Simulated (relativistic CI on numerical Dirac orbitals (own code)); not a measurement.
## Hyperfine structure of Hf LI, mass number 177

Method of calculation: Dirac-Coulomb-Breit CI, orbitals from a KLI potential per configuration, a model potential for QED, unscaled Slater integrals (own radial code, finite nucleus).

Configuration list (outside the closed core [Ne]): 3s2 3p6 3d4, 3s2 3p5 3d5, 3s 3p6 3d5, 3s2 3p6 3d3 4s, 3s2 3p6 3d3 4p, 3s2 3p6 3d3 4d, 3s2 3p5 3d4 4s, 3s2 3p6 3d3 4f, 3s 3p6 3d4 4s, 3p6 3d5 4p, 3p6 3d6, 3p5 3d7, 3p5 3d6 4s, 3p6 3d5 4s, 3p5 3d5 4s2, 3s2 3p6 3d2 4s2, 3s2 3p6 3d 4s2 4p, 3s2 3p6 3d 4s2 4d. Double excitations out of closed p, d and f shells are left out; levels of such configurations are missing from the list, as are those of other unlisted configurations, and high levels can miss mixing partners.

Nuclear spin I = 7/2, μ = 0.791 μN, Q = 3.37 b (tables of Stone and Pyykkö). The electronic factors are computed for point nuclear moments, without core polarisation or the Bohr-Weisskopf and QED corrections.

```
           Level  E (cm⁻¹)  A (MHz)  B (MHz)
3s2 3p6 3d4 5D_1    442260     -490    59800
3s2 3p6 3d4 5D_2    963031     4363   107000
3s2 3p6 3d4 3H_5   1022709    11970   160000
3s2 3p6 3d4 1I_6   1044778    12700   199000
3s2 3p6 3d4 3G_4   1092903    13580   -54600
```

Levels with J = 0, under 50 % of one LS term, or S terms without an open s electron are left out. Small factors come from cancelling terms and can be off by tens of per cent or more.

At this charge energies of transitions that change n are usually good to better than 1 %, and those within a shell (Δn = 0) to a few per cent.

Question: Give the hyperfine levels of 3s2 3p6 3d4 3H_5 relative to its centre of gravity.

Answer: With K = F(F + 1) − I(I + 1) − J(J + 1), E = AK/2 + B[¾K(K + 1) − I(I + 1)J(J + 1)]/[2I(2I − 1)J(2J − 1)]: F = 3/2: -182100, F = 5/2: -176900, F = 7/2: -164300, F = 9/2: -139000, F = 11/2: -94080, F = 13/2: -21220, F = 15/2: 89470, F = 17/2: 249400 MHz.

LS names give the leading component of a level, which can be under half, so a name can repeat, a term be missing and a line seem to break the LS rules.
